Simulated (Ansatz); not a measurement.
`[CH3][SnH]([F])[SH]` + CH₃SH → `C[S][SnH]([CH3])[F]` + H₂S at 298.15 K and 1 bar (ligand exchange at the Sn–S bond).

Calculated with Ansatz (gas phase, PBE0-D4/def2-TZVP geometries, no zero-point term in ΔE). CBS: MP2 limit from def2 TZ/QZ plus the TZ coupled-cluster correction, frozen cores. This one scheme is used for every species. Elements past krypton have def2 core potentials. For Sn outer-core shells are correlated without core-valence functions, which leaves a few kJ/mol of doubt a bond. One conformer a species, not always the lowest.

```csv
species,CCSD(T)/CBS energy (Eh),H − E (kJ/mol),S (J/(mol·K))
`[CH3][SnH]([F])[SH]`,-752.71910,164.6,369.5
CH₃SH,-438.22835,133.0,253.2
`C[S][SnH]([CH3])[F]`,-791.97424,247.1,412.1
H₂S,-398.97279,49.9,205.7
```

H − E and S are ideal-gas, rigid-rotor, harmonic terms from PBE0-D4/def2-TZVP, for one conformer and one mirror image of each species. 1 Eh = 2625.50 kJ/mol, R = 8.31446 J/(mol·K).

Q: By hand: ΔE, ΔH, ΔS and ΔG.

A: ΔE = (-791.97424) + (-398.97279) − (-752.71910) − (-438.22835) = 0.00042 Eh = 1.1 kJ/mol. Δ(H − E) = 247.1 + 49.9 − 164.6 − 133.0 = -0.6, so ΔH = 0.5 kJ/mol. ΔS = 412.1 + 205.7 − 369.5 − 253.2 = -4.9 J/(mol·K). ΔG = 0.5 − 298.15 × (-4.9)/1000 = 2.0 kJ/mol.

Q: By hand: the equilibrium constant, and the temperature at which ΔG would vanish if ΔH and ΔS stayed fixed.

A: log₁₀ K = −ΔG/(RT ln 10) = -0.4. ΔH and −TΔS have one sign here, so there is no such temperature. One of them is within its doubt of zero, so this could turn.

TΔS isn't small against ΔH here. The sign of ΔG lies within the doubt. A doubt of 5 kJ/mol in ΔE shifts log₁₀ K by 0.9 here. Other conformers and mirror images would add mixing entropy, several J/(mol·K) or more a flexible species. Modes under 60 cm⁻¹, often nearly free rotors, make the harmonic entropy too high. These are equilibria of isolated gas molecules and say nothing of rates. Largest T1 diagnostic: 0.013 (customary marks: 0.02 for closed shells, 0.045 for open ones).
